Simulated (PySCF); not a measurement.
SCF from a fresh guess for singlet TaO₂Cl, at the PBE minimum. PySCF input:

```python
from pyscf import gto, scf, dft
mol = gto.M(atom='''
Ta    -0.218801    -0.000000    -0.185711
O     -0.968320     1.380284     0.575817
O     -0.968320    -1.380284     0.575817
Cl     2.024720     0.000000     0.438080''',
    basis={'Ta': 'def2-SVP', 'O': 'def2-SVP', 'Cl': 'def2-SVP'},
    ecp={'Ta': 'def2-SVP'},
    charge=0, spin=0)
mf = dft.RKS(mol, xc='PBE')
mf.grids.atom_grid = (50, 194)
aux = {'Ta': 'def2-universal-JKFIT', 'O': 'def2-universal-JKFIT', 'Cl': 'def2-universal-JKFIT'}
mf = mf.density_fit(auxbasis=aux)
mf.conv_tol = 1e-08
mf.diis_space = 10
mf.max_cycle = 60
mf.init_guess = 'minao'
mf.verbose = 4
mf.kernel()
```

Excerpt of the output (cycles and frontier levels):

```
init E= -654.514531453246
  HOMO = -0.51766957458448  LUMO = -0.447464546218764  gap/eV = 1.91038
cycle= 1 E= -666.60203894944  delta_E= -12.1  |g|= 1.57  |ddm|= 7.97
  HOMO = 0.00975455964565303  LUMO = 0.0361115852851761  gap/eV = 0.71721
cycle= 2 E= -658.981078124446  delta_E= 7.62  |g|= 4.99  |ddm|= 6.88
  HOMO = -0.282381248871885  LUMO = -0.0670339742458954  gap/eV = 5.85990
cycle= 3 E= -666.538507287731  delta_E= -7.56  |g|=  1.6  |ddm|= 6.25
  HOMO = -0.2486093805103  LUMO = -0.194827547452996  gap/eV = 1.46348
cycle= 4 E= -667.015335392723  delta_E= -0.477  |g|=  1.1  |ddm|= 2.21
  HOMO = -0.235137941160428  LUMO = -0.172480483253871  gap/eV = 1.70500
cycle= 5 E= -667.228357833092  delta_E= -0.213  |g|= 0.285  |ddm|= 0.551
  HOMO = -0.242088345579065  LUMO = -0.173827875730918  gap/eV = 1.85746
cycle= 6 E= -667.238821829461  delta_E= -0.0105  |g|= 0.191  |ddm|= 0.297
  HOMO = -0.246293251687064  LUMO = -0.170998855975572  gap/eV = 2.04886
cycle= 7 E= -667.246681943747  delta_E= -0.00786  |g|= 0.0249  |ddm|= 0.144
  HOMO = -0.247708555991538  LUMO = -0.171323057948481  gap/eV = 2.07856
cycle= 8 E= -667.246791371711  delta_E= -0.000109  |g|= 0.00716  |ddm|= 0.0166
  HOMO = -0.247800574386946  LUMO = -0.171149593010609  gap/eV = 2.08578
cycle= 9 E= -667.24680280117  delta_E= -1.14e-05  |g|= 0.00094  |ddm|= 0.00555
  HOMO = -0.247855385910111  LUMO = -0.171137176618648  gap/eV = 2.08761
cycle= 10 E= -667.246802988956  delta_E= -1.88e-07  |g|= 0.000166  |ddm|= 0.000887
  HOMO = -0.247856303732114  LUMO = -0.171145457499588  gap/eV = 2.08741
cycle= 11 E= -667.246802996433  delta_E= -7.48e-09  |g|= 2.6e-05  |ddm|= 0.000196
  HOMO = -0.247853581345677  LUMO = -0.171139520502588  gap/eV = 2.08750
Extra cycle  E= -667.246802995792  delta_E= 6.41e-10  |g|= 5.72e-05  |ddm|= 8.25e-05
converged SCF energy = -667.246802995792
```

No lower solution of this spin was found by a stability analysis within the restricted form, which does not test spin polarisation.

With an element this heavy the missing spin–orbit coupling can shift these numbers.

The search for the lowest solution, with the stability check, took 6.9 s on 2 threads of a shared Arm Neoverse V1 host, with 78 basis functions; the process peaked at 0.29 GiB.
